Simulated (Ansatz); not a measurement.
Gas-phase electronic energies from Ansatz, PBE0-D4/def2-TZVP geometries. CBS: MP2 limit from def2 TZ/QZ plus the TZ coupled-cluster correction, frozen cores. This one scheme is used for every species. DFT in def2-TZVPP. Each species was taken in one conformer, which may not be the lowest.

`CC[N](C)[Al]([Cl])[Cl]` + SiH₄ → `[SiH3][Al]([Cl])[Cl]` + ethylmethylamine  (formal exchange of groups at the Al–N bond)

**Question.** Is it downhill or uphill in electronic energy at CCSD(T)/CBS, and by how much? (Best estimate.)

**Answer.** Computed: Uphill: ΔE = +81.9 kJ/mol.

**Question.** What do these levels give: PBE0-D4, ωB97M-V, SCS-MP2/def2-TZVPP, CCSD/def2-TZVPP, MP2/def2-QZVPP, HF/CBS(def2)? (Best estimate.)

**Answer.** Computed: PBE0-D4 66.2, ωB97M-V 84.1, SCS-MP2/def2-TZVPP 92.6, CCSD/def2-TZVPP 82.5, MP2/def2-QZVPP 93.7, HF/CBS(def2) 76.9 kJ/mol.

Largest T1 diagnostic among the species: 0.011.

The D4 term adds +11.4 kJ/mol with B3LYP and +6.6 kJ/mol with PBE0; it sums over pairs of atoms, weighted by their polarisabilities, and B3LYP, whose exchange is more repulsive, gets the larger term. From PBE to PBE0 (25 % exact exchange), in def2-TZVPP and without D4, ΔE moves by +3.7 kJ/mol.

B3LYP here is the variant with VWN-RPA as its local correlation; programs differ in this.
